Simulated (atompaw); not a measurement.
## LDA (PW92) PAW (atompaw) dataset for B, scalar-relativistic all-electron reference.

* Element: boron (B)
* Generator: atompaw 4.2.0.5
* Type: PAW
* Functional: LDA (PW92)
* Relativity: scalar-relativistic
* Frozen core: none
* Valence charge: 5
* Reference configuration: 1s2 2s2 2p1
* Partial waves: 1s (bound): rc 0.40 bohr; 2s (bound): rc 3.00 bohr; 2p (bound): rc 3.00 bohr; 2p channel at 4.8 Ry: rc 3.00 bohr; 3d channel at 0.25 Ry: rc 3.00 bohr; 3d channel at 1.3 Ry: rc 3.00 bohr
* Local potential: bessel scheme, radius 2.25 bohr
* Core correction: none
* Augmentation charge: sinc compensation charge, radius 3.00 bohr; PAW radius 3.00 bohr; waves and projectors: custom polynom vanderbiltortho

All-electron outer shells of the reference configuration (LDA (PW92), scalar-relativistic, ld1.x):

```
shell  level (eV)  outermost node (bohr)  outermost maximum (bohr)
   1s     -178.67                      –                      0.21
   2s       -9.38                   0.46                      1.52
   2p       -3.72                      –                      1.55
```

Q: Estimate the cutoffs (Ry, on a coarse ladder) from which the occupation-weighted sum of valence levels, in a spherical-Bessel basis at the reference potential, stays within 10 and 1 mRy of its value at 400 Ry.

A: 300 Ry and over 300 Ry.

Q: What does a ghost test show?

A: No extra level below or beside the all-electron valence levels (s, p, d, f tested).

Q: Is the overlap operator S = 1 + Σ q|β⟩⟨β| positive definite (Bessel basis up to 400 Ry)?

A: Yes: its lowest eigenvalue is 0.49 (p channel).

Q: Which valence shell sets the plane-wave cutoff?

A: 1s: its level needs over 300 Ry to come within 1 mRy, against 10 Ry for 2s.
